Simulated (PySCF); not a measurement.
**ORD: `C=C[C@@H]1C(C)=C[C@@H]1C`, C$_{8}$H$_{12}$**

Cartesian coordinates in Å; atom numbers follow the order of the lines, from 1:
```xyz
20

C     2.1158   -1.5614   -0.6804
C     1.1627   -0.8903   -0.0590
C     0.1548   -0.0404   -0.7446
C    -0.1070    1.3137   -0.1079
C     0.8236    2.4477    0.0991
C    -1.3880    1.0606    0.1485
C    -1.3599   -0.3270   -0.4410
C    -1.6846   -1.4780    0.4961
H     2.2142   -1.5442   -1.7540
H     2.8382   -2.1549   -0.1460
H     1.0931   -0.9191    1.0201
H     0.3690    0.0066   -1.8156
H     0.3213    3.2676    0.6073
H     1.6781    2.1263    0.6952
H     1.2052    2.8036   -0.8582
H    -2.1862    1.6207    0.6015
H    -1.9444   -0.4264   -1.3603
H    -1.2159   -1.3326    1.4659
H    -1.3343   -2.4190    0.0768
H    -2.7608   -1.5430    0.6448
```

Level of theory: TDDFT BHandHLYP/def2-SVPD circular dichroism and optical rotation, one conformer, gas phase (PySCF 2.14.0). Geometry: GFN2-xTB.

The molecule is flexible and this is one conformer; a measurement averages over conformers. States above about 7.8 eV (minus the energy of the highest occupied orbital) lie near or above the ionisation threshold and depend on the basis.

Stereocentres: C3 S, C7 S.

What is the specific rotation at 633, 589.3, 546, 436, 405, 365, 355 nm?

[α] in deg dm⁻¹ (g/mL)⁻¹:
```csv
λ (nm),origin-invariant length gauge,modified velocity gauge,length gauge (centre of mass),isotropic polarisability (au)
633,+24.1,+31.1,+23.6,94.9
589.3,+27.5,+35.6,+26.9,95.3
546,+31.6,+41.2,+30.8,95.8
436,+44.9,+61.0,+43.6,98.0
405,+48.7,+67.9,+47.1,98.9
365,+50.8,+75.6,+48.6,100.7
355,+50.0,+76.7,+47.6,101.3
```

And for the mirror image at 589.3 nm?

-27.5 deg dm⁻¹ (g/mL)⁻¹ (origin-invariant length gauge): the same size and the opposite sign.

What is the molar rotation [Φ] = [α]·M/100 of the geometry above at 589.3 nm?

With M = 108.18 g/mol, +29.8 deg cm² dmol⁻¹ (origin-invariant length gauge).

The first excitation lies at 6.80 eV (182 nm) with R = -85.2 × 10⁻⁴⁰ esu² cm² (velocity form).
